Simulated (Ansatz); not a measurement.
Consider the formal hydrolysis of a B–O bond: `CBBOC` + H₂O → `CBBO` + CH₃OH.

Program: Ansatz. Geometries: PBE0-D4/def2-TZVP. ΔE: electronic, gas phase. CCSD(T)/CBS adds triple-zeta CCSD(T) − MP2 to the extrapolated MP2 energy (def2 sets, frozen cores). This one scheme is used for every species. One conformer a species, not always the lowest.

```json
{"species": "`CBBOC`", "CCSD(T)/CBS(def2) energy (Eh)": "-205.68526"}
{"species": "H₂O", "CCSD(T)/CBS(def2) energy (Eh)": "-76.37941"}
{"species": "`CBBO`", "CCSD(T)/CBS(def2) energy (Eh)": "-166.44324"}
{"species": "CH₃OH", "CCSD(T)/CBS(def2) energy (Eh)": "-115.61712"}
```

(1) Work out ΔE.

(2) What do rigid-rotor, harmonic-oscillator terms from PBE0-D4/def2-TZVP frequencies (298.15 K, 1 bar) make of the CCSD(T)/CBS value? (Best estimate.)

Largest T1 diagnostic among the species: 0.013.

## Answers

(1) ΔE = (-166.44324) + (-115.61712) − (-205.68526) − (-76.37941) = 0.00431 Eh = +11.3 kJ/mol.

(2) Ansatz gave: ΔZPE = +5.6 kJ/mol, ΔH = +14.0 kJ/mol, ΔS = 7 J/(mol·K), ΔG = +11.9 kJ/mol.

At CCSD(T), def2-SVP lies −7.5 kJ/mol from the extrapolated value and def2-TZVPP −1.7 kJ/mol. Leaving LDA and LC-ωPBE aside and taking each functional with its dispersion term where it has one, the values, not all of them listed here, spread over 3.3 kJ/mol, from B2PLYP to BLYP-D4. LDA lies +6.4 kJ/mol from PBE without D4.
